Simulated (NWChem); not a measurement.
System: C$_{2}$H$_{6}$F$_{2}$Si; SMILES [SiH](CC)(F)F

```xyz
11

Si    -0.0008    -0.6079    -0.4394
F     -1.2912    -1.0560     0.4297
F      1.2965    -1.0505     0.4223
C     -0.0047     1.2322    -0.6581
C     -0.0005     2.0181     0.6531
H     -0.0027    -1.3915    -1.6980
H      0.8727     1.4913    -1.2773
H     -0.8874     1.4891    -1.2706
H     -0.0009     3.1035     0.4719
H      0.8882     1.7809     1.2574
H     -0.8855     1.7811     1.2631
```
Atoms are numbered in this order, from 1.

Level: PBE0/def2-SVP (NWChem), optimised geometry, unscaled harmonic frequencies. 

Q: List the harmonic frequencies with IR intensities, and the thermochemistry.

A: 
```csv
frequency (cm⁻¹),IR intensity (km/mol)
59,0.0
145,5.2
169,0.4
269,0.4
305,16.1
444,49.3
641,2.7
677,1.6
822,72.2
832,16.1
902,237.1
932,84.7
985,17.0
1000,130.8
1063,15.0
1245,4.0
1273,12.3
1393,1.8
1422,7.1
1476,7.7
1478,9.0
2298,145.9
3055,8.8
3061,21.9
3108,2.9
3155,12.1
3158,11.1
```

```json
{
  "zero_point_energy": "50.5 kcal/mol",
  "thermal correction to the enthalpy at 298.15 K (with zero-point energy)": "55.3 kcal/mol",
  "heat capacity Cv": "22.3 cal/(mol K)",
  "entropy at 298.15 K and 1 atm (symmetry number 1)": "81.4 cal/(mol K)",
  "dipole_moment": "2.27 D"
}
```

Rigid rotor and harmonic oscillator; modes under 100 cm⁻¹ make the entropy uncertain.
